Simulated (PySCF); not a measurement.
Zn(NH2)(SMe) (CH5NSZn), SMILES [NH2][Zn][S]C. Coordinates come from a PBE-D3(BJ)/def2-SVP optimisation. The structure was generated by enumeration; whether it is a known compound was not checked. The values are those of a single conformer.

These are PBE-D3(BJ)/def2-SVP in PySCF values and carry that method's errors.

Harmonic wavenumbers (cm⁻¹): 88, 99, 114, 144, 186, 366, 455, 660, 690, 739, 916, 935, 1283, 1406, 1406, 1490, 2976, 3078, 3082, 3422, 3512. Rotational constants (GHz): 13.94, 1.808, 1.632; symmetry number 1.

Question: Work out the zero-point energy and the ideal-gas rigid-rotor harmonic-oscillator thermochemistry at 298.15 K and 1 atm.

Answer: ZPE = ½ Σ hcν = ½ × 27047 cm⁻¹ = 38.67 kcal/mol. H − E(el) = 43.87 kcal/mol. Entropy in cal/(mol K): translation 40.47, rotation 26.46, vibration 18.53, total 85.46. G − E(el) = 18.39 kcal/mol. Cp = 24.34 cal/(mol K). Modes under 150 cm⁻¹ make the vibrational entropy uncertain.
